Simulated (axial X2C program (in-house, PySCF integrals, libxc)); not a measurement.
# Potential curves of AsSe, 2c

Computed with an in-house relativistic program for diatomic molecules. Two-component (2c) means X2C with spin–orbit coupling and atomic mean-field two-electron Coulomb and Gaunt terms. Basis: Se dyall-cv3z [8s9p6d4f1g], As dyall-cv3z [9s9p6d4f1g] (cores contracted in-house); Gaussian nuclei, density fitting, unrestricted open shells. Masses: Se 79.917 u, As 74.922 u.

State: Ω = 1/2 (⟨Sz⟩ = -0.50, ⟨Lz⟩ = 1.00 at HF). Energies in eV from the fragments at the same level (Se + As). Fits are polynomials in 1 − R0/R over 0.85 to 1.23 times the lowest point R0.

```csv
R (Å),CCSD(T),CCSD
1.9501,-2.3235,-2.0979
2.0144,-2.7063,-2.4683
2.0787,-2.9009,-2.6537
2.1430,-2.9594,-2.7060
2.2180,-2.9036,-2.6495
2.2930,-2.7574,-2.5116
2.3894,-2.4959,-2.2711
```

Correlated methods: 11 electrons correlated (number of frozen shells: Se 3 s, 2 p, 1 d; As 3 s, 2 p, 1 d), 247 virtual spin orbitals or spinors in MP2, 90 natural virtuals in coupled cluster.

The state is one determinant whose occupation by symmetry is held fixed; it was picked as the lowest of a PBE0 search that is not exhaustive. Dissociation energies refer to the lowest single-determinant-based atoms at the same level and basis. CCSD and (T) use frozen natural virtuals with an MP2 correction for the truncation; (T) itself is uncorrected, so its De runs slightly low. The determinant is spin-polarised beyond a pure state at some levels (its spin-free form has ⟨S²⟩ too high), which makes Re and μ there less reliable. The T1 diagnostic is large, a sign of multireference character. Coupled cluster ran on the points near the minimum only. MP2 and coupled cluster on one determinant become unreliable at the stretched end.

Task: What are Re, ωe and De at the CCSD(T) level?

Result: At CCSD(T), 2c: Re = 2.145 Å, ωe ≈ 408 cm⁻¹, De = 2.96 eV to Se + As; Be follows as 0.0947 cm⁻¹.

Task: Fit the CCSD curve near its minimum: give the equilibrium distance, the harmonic wavenumber and the well depth.

Result: At CCSD, 2c: Re = 2.143 Å, ωe ≈ 400 cm⁻¹, De = 2.71 eV to Se + As; Be follows as 0.095 cm⁻¹.
